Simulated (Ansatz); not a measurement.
This geometry of CH2BrClO (6 atoms, charge 0, multiplicity 1) is a first-order saddle point.

Computed with RKS PBE-D4/def2-mTZVP in Ansatz 0.2.0.

```xyz
6
Properties=species:S:1:pos:R:3
O 0.913 0.738 0.101
C -0.060 -0.225 0.212
Cl 0.706 -1.856 0.127
Br -1.461 -0.008 -1.207
H 0.564 1.481 -0.431
H -0.620 -0.194 1.152
```

Which two structures does it join? (They come from a converged band through this point; their orientation in space is the band's.)

No bond is made or broken. The dihedral H5–O1–C2–Br4 goes from -63 to 58°.

Image 0:

```xyz
6
Properties=species:S:1:pos:R:3
O 0.592 0.981 0.280
C -0.160 -0.148 0.243
Cl 0.835 -1.653 -0.044
Br -1.606 -0.064 -1.145
H 1.052 1.092 -0.579
H -0.671 -0.272 1.198
```

Image 8:

```xyz
6
Properties=species:S:1:pos:R:3
O 0.956 0.662 -0.128
C -0.043 -0.235 0.147
Cl 0.666 -1.872 0.125
Br -1.563 -0.086 -1.186
H 0.567 1.561 -0.116
H -0.541 -0.094 1.112
```

How far does it lie above each of them?

17.5 kJ/mol above the first and 1.9 kJ/mol above the second. This is the barrier of this one path; another mechanism may lie lower.

Run time: 94 s on 2 threads of Arm Neoverse V1, on a shared host, peak memory 0.15 GiB.
